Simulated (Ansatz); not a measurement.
Basis-set extrapolation for CH$_{5}$BFNS, SMILES `CNB(F)S` (PBE0-D4/def2-TZVP geometry, frozen core, Ansatz). Multiplicity 1, RHF reference.

```
                      def2-TZVPP   def2-QZVPP
                 HF  -617.123315  -617.144551
    MP2 correlation    -0.905952    -0.978530
CCSD(T) correlation    -0.981800      not run
```

Energies in hartree. Use E(X) = E(∞) + A·exp(−7.88·√X) for Hartree–Fock and E(X) = E(∞) + B·X^(−2.97) for correlation, with X = 3 and 4, and add CCSD(T) minus MP2 of the smaller set to the MP2 limit.

Question: What is the CCSD(T) energy at the basis-set limit?

Answer: HF limit: -617.144551 + (-0.021236) × 0.13774 = -617.14748. MP2 limit: -0.978530 + (-0.072578) × 0.74074 = -1.03229. Higher-order term: -0.981800 − (-0.905952) = -0.07585. Total: -618.25562 hartree, 4.10 eV below CCSD(T)/def2-TZVPP.
